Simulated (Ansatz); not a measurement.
`[NH2][Ga]([SH])[Cl]` + `C[N](C)[In]([NH2])[Cl]` → `C[N](C)[Ga]([NH2])[SH]` + `[NH2][In]([Cl])[Cl]`  (redistribution)

Program: Ansatz. Geometries: PBE0-D4/def2-TZVP. ΔE: electronic, gas phase. CCSD(T)/CBS adds triple-zeta CCSD(T) − MP2 to the extrapolated MP2 energy (def2 sets, frozen cores). Functionals use def2-TZVPP. Elements past krypton have def2 core potentials. For Ga, In outer-core shells are correlated without core-valence functions, which leaves a few kJ/mol of doubt a bond. Scalar relativity is left out up to krypton. Each species was taken in one conformer, which may not be the lowest.

```
         level  ΔE (kJ/mol)
       ωB97M-V        -19.4
          PBE0        -19.0
 HF/def2-TZVPP        -25.0
CCSD/CBS(def2)        -18.9
```

(1) What does CCSD(T)/CBS give? (Estimate.)

Largest T1 diagnostic among the species: 0.014.

Answers

(1) The calculation gave: -17.8 kJ/mol. The listed levels differ from it by -1.6, -1.2, -7.2, -1.1 kJ/mol.

In def2-TZVPP, CCSD(T) changes the Hartree–Fock value by +6.4 kJ/mol (the triples alone add +1.1 kJ/mol) and MP2 by +8.1 kJ/mol.
